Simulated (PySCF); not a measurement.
A side-by-side comparison of computed properties.

First species: C4H8F2Si.
Structure used (GFN2-xTB), in Å, numbered top down from 1:
```
atom  x, y, z in Å
C1     1.5575   -0.1917   -0.2404
C2     0.0858    0.0423    0.0231
C3    -0.1928    1.4223    0.5376
F4     0.3523    2.3920   -0.2514
F5     0.3567    1.6176    1.7698
C6    -0.9044   -0.4480   -1.0493
Si7   -1.0580   -1.3630    0.5884
H8     1.9188    0.4871   -1.0139
H9     1.7265   -1.2144   -0.5679
H10    2.1360   -0.0162    0.6652
H11   -1.2675    1.6454    0.6233
H12   -0.4480   -0.9270   -1.9044
H13   -1.6574    0.2656   -1.3571
H14   -2.1630   -1.0306    1.4661
H15   -0.4467   -2.6733    0.6889
```

Second species: diethyl sulfide, C₄H₁₀S.
Cartesian coordinates in Å at the GFN2-xTB level; atoms count from 1:
```xyz
15
C4H10S angstrom
C     -2.168   -0.207    0.105
C     -1.183    0.813   -0.434
S     -0.064    0.105   -1.694
C      1.146   -0.765   -0.636
C      2.200    0.169   -0.072
H     -2.839    0.266    0.819
H     -1.653   -1.023    0.608
H     -2.757   -0.624   -0.709
H     -0.567    1.238    0.358
H     -1.704    1.619   -0.948
H      1.598   -1.513   -1.286
H      0.592   -1.271    0.153
H      2.908   -0.392    0.535
H      2.740    0.657   -0.879
H      1.746    0.937    0.552
```

Levels: CAM-B3LYP/def2-SVPD for dipole moment, HOMO energy, LUMO energy, HOMO–LUMO gap, static isotropic polarisability and electronic spatial extent ⟨r²⟩ about the centre of nuclear charge; TDDFT CAM-B3LYP/def2-SVPD for lowest singlet excitation; TDA CAM-B3LYP/def2-SVPD for lowest triplet excitation (Tamm–Dancoff); GFN2-xTB for rotational constant A and rotational constant C. Geometries: GFN2-xTB. Each structure is a single optimised conformer of the isolated species, non-relativistic unless stated. Electronic properties by PySCF.

The conformers computed, where there is a choice (atom-mapped SMILES and torsion angles):
- `[CH3:1][C@@:2]1([CH:3]([F:4])[F:5])[CH2:6][SiH2:7]1`: C1–C2–C3–F4 52°
- `[CH3:1][CH2:2][S:3][CH2:4][CH3:5]`: C1–C2–S3–C4 -79°, C2–S3–C4–C5 -81°

Values for the first species:

* Dipole moment: 2.85 D
* HOMO energy: -8.53 eV
* LUMO energy: 0.73 eV
* HOMO–LUMO gap: 9.26 eV
* Lowest singlet excitation: 6.43 eV
* Lowest triplet excitation (Tamm–Dancoff): 4.96 eV
* Static isotropic polarisability: 75.8 au
* Electronic spatial extent ⟨r²⟩ about the centre of nuclear charge: 932 bohr²
* Rotational constant A: 3.305 GHz
* Rotational constant C: 1.422 GHz

(1) Estimate the same properties for the second species, and the change in each.

## Answers

(1) 
```tsv
property	first	second	second less first
dipole moment	2.85 D	1.77 D	-1.08 D
HOMO energy	-8.53 eV	-7.58 eV	+0.95 eV
LUMO energy	0.73 eV	1.31 eV	+0.58 eV
HOMO–LUMO gap	9.26 eV	8.89 eV	-0.37 eV
lowest singlet excitation	6.43 eV	5.49 eV	-0.94 eV
lowest triplet excitation (Tamm–Dancoff)	4.96 eV	5.08 eV	+0.12 eV
static isotropic polarisability	75.8 au	71.9 au	-3.9 au
electronic spatial extent ⟨r²⟩ about the centre of nuclear charge	932 bohr²	692 bohr²	-240 bohr²
rotational constant A	3.305 GHz	6.331 GHz	+3.026 GHz
rotational constant C	1.422 GHz	2.050 GHz	+0.628 GHz
```

On the first: No computed singlet falls in the visible range (750 to 380 nm, 1.65 to 3.26 eV); S1 lies 3.17 eV above its blue end. S1 lies 2.83 eV below the HOMO–LUMO gap; its leading configuration is HOMO→LUMO, weight 0.95.

On the second: The principal polarisabilities are 64.1, 67.9 and 83.6 au; their mean is the isotropic value. S1 lies 3.40 eV below the HOMO–LUMO gap; its leading configuration is HOMO→LUMO+1, weight 0.77.
